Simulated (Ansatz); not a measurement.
The molecule ZnCl, multiplicity 2 (the spin of the measured ground state). No spin–orbit coupling. Zn is treated without relativity.

D_e counts from the fitted minimum to each atom's lowest state at the same level, without counterpoise.

Correlated levels freeze the inner cores; with def2 sets outer-core shells near the valence are correlated too.

Programs: Ansatz (Gaussian basis) for Hartree–Fock, density functionals and correlated methods. Values without a source in brackets are computed.

Problem. Estimate the bond energy D_e that BHLYP/def2-TZVPP returns for this input.

Solution. 48.3 kcal/mol

Problem. Give the bond energy D_e at the level CCSD(T)/def2-TZVPP.

Solution. 49.0 kcal/mol

Problem. Estimate the bond energy D_e that B3LYP/def2-TZVPP returns for this input.

Solution. 46.7 kcal/mol

Ansatz is a program for electronic structure.
